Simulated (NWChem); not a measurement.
C₄H₅Cl; SMILES CC=C=CCl

```xyz
10

C      0.5607     2.7593     0.2572
C     -0.2646     1.7326    -0.4717
C     -0.4849     0.4946    -0.0683
C     -0.7107    -0.7344     0.3444
Cl     0.3150    -2.0983    -0.0728
H      0.9883     2.3533     1.1930
H      1.3929     3.1173    -0.3857
H     -0.0537     3.6508     0.5058
H     -0.7232     2.0528    -1.4288
H     -1.5631    -1.0159     0.9837
```
Atoms are numbered in this order, from 1.

All runs: NWChem. The geometry was optimised at PBE-D3(BJ)/def2-SVP.

For level PBE/cc-pVDZ:

```
Property                     Value
---------------------------  -----
highest occupied level (eV)  -5.90
dipole (D)                    2.15
```

How do the values read with level PBE/aug-cc-pVDZ instead?

The highest occupied level (eV) comes out as -6.09. The dipole (D) is 2.26.
